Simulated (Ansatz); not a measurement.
Relaxation of CH₇NSeSi (11 atoms, charge 0, multiplicity 1), to a largest force component of 0.015 eV/Å in at most 40 steps.

The calculation used RKS PBE0-D4/def2-SVP in Ansatz 0.2.0.

```xyz
11
Properties=species:S:1:pos:R:3
N 0.171 1.542 -0.144
C 0.418 0.667 0.935
Se 1.331 -0.897 0.242
Si -0.421 -1.688 -0.812
H 1.031 1.946 -0.544
H -0.389 2.421 0.246
H 1.092 1.176 1.694
H -0.482 0.370 1.426
H -1.564 -1.897 0.217
H -0.940 -0.725 -1.793
H -0.182 -2.973 -1.446
```

Problem. Where does it end, and by what steps?

Solution. The forces met the threshold. After 10 steps the energy has fallen by 0.536 eV; H9 moved furthest, 0.71 Å.

```csv
step,energy less start (eV),largest force component (eV/Å),accepted
0,0.0000,3.485,yes
1,-0.3924,0.945,yes
2,-0.4393,0.392,yes
3,-0.4758,0.136,yes
4,-0.4972,0.066,yes
5,-0.5155,0.231,yes
6,-0.5235,0.253,yes
7,-0.5345,0.112,yes
8,-0.5359,0.027,yes
9,-0.5361,0.022,yes
10,-0.5361,0.012,yes
```

```xyz
11
Properties=species:S:1:pos:R:3
N -0.110 1.313 -0.022
C 0.591 0.688 1.062
Se 1.340 -1.041 0.469
Si -0.444 -1.494 -0.885
H 0.528 1.684 -0.723
H -0.718 2.065 0.297
H 1.449 1.246 1.483
H -0.114 0.480 1.880
H -1.737 -1.315 -0.160
H -0.456 -0.741 -2.172
H -0.266 -2.944 -1.208
```

Run time: 33 s on 2 threads of Intel(R) Xeon(R) CPU @ 2.80GHz (Skylake/Cascade Lake), with other jobs on the host, peak memory 0.3 GiB.
